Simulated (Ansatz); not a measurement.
Wavefunction ladder for CH$_{6}$ClFSi$_{2}$, SMILES `F[SiH2]C[SiH2]Cl`

```xyz
11

F    -1.0888    2.3951   -1.2232
Si   -1.1005    1.0576   -0.3387
C     0.6437    0.4286   -0.1827
Si    0.7840   -1.3398    0.3723
Cl   -0.4146   -1.6351    2.0244
H    -1.9543    0.0702   -1.0439
H    -1.6726    1.4026    0.9819
H     1.2026    1.0735    0.5026
H     1.1238    0.4976   -1.1671
H     2.1695   -1.6917    0.7630
H     0.3072   -2.2585   -0.6885
```

Charge 0, multiplicity 1. Geometry: relaxed with PBE0-D4/def2-TZVP. It is one conformer, not always the lowest. Frozen core, restricted reference, Ansatz. CBS rows extrapolate triple and quadruple zeta; past MP2 they add the triple-zeta difference.

```json
{"basis": "def2-TZVPP", "HF (Eh)": "-1178.39935", "MP2 corr.": "-0.85977", "CCSD corr.": "-0.91701", "(T)": "-0.03265", "CCSD(T) total": "-1179.34901"}
{"basis": "def2-QZVPP", "HF (Eh)": "-1178.43731", "MP2 corr.": "-0.93426", "CCSD corr.": "–", "(T)": "–", "CCSD(T) total": "–"}
{"basis": "CBS(def2)", "HF (Eh)": "-1178.44254", "MP2 corr.": "-0.98944", "CCSD corr.": "-1.04668", "(T)": "as TZ", "CCSD(T) total": "-1179.52187"}
```
